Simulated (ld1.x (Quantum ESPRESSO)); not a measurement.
**Reading a pseudo-wave (cadmium (Cd))**

Columns: radius, all-electron u(r) and pseudo u(r) of the 4p shell (level -66.92 eV) of cadmium in the configuration [Ar] 3d10 4s2 4p6 4d10 5s2 5p0; Wu–Cohen, scalar-relativistic, TM semilocal scheme, ld1.x (Quantum ESPRESSO) 7.5.

```
r (bohr)  all-electron  pseudo
   0.082        0.3881  0.0206
   0.165       -0.2470  0.0826
   0.248       -0.6305  0.1839
   0.330       -0.4982  0.3182
   0.413       -0.0944  0.4820
   0.495        0.3471  0.6599
   0.578        0.7181  0.8390
   0.660        0.9712  0.9932
   0.742        1.1145  1.1035
   0.825        1.1676  1.1561
   0.908        1.1535  1.1490
   0.990        1.0959  1.0952
   1.072        1.0130  1.0130
   1.155        0.9165  0.9165
   1.238        0.8164  0.8164
   1.320        0.7199  0.7199
   1.402        0.6291  0.6291
   1.485        0.5450  0.5450
   1.568        0.4693  0.4693
   1.650        0.4030  0.4030
   1.733        0.3441  0.3441
   1.815        0.2935  0.2935
   1.898        0.2491  0.2491
   1.980        0.2115  0.2115
   2.062        0.1792  0.1792
   2.145        0.1513  0.1513
```

Task: How many radial nodes do the two functions have?

Result: The all-electron 4p function has n − l − 1 = 2; the pseudo-wave has 0, since the states of the same l below it are removed with the core.

Task: At about which radius was the pseudo-wave matched?

Result: 1.15 bohr, where the columns begin to agree (steps of 0.08 bohr).

Task: Is the pseudo-wave norm-conserving?

Result: Yes: the TM semilocal scheme keeps the norm inside the radius equal to the all-electron one, which fixes the energy derivative of the logarithmic derivative at the level.
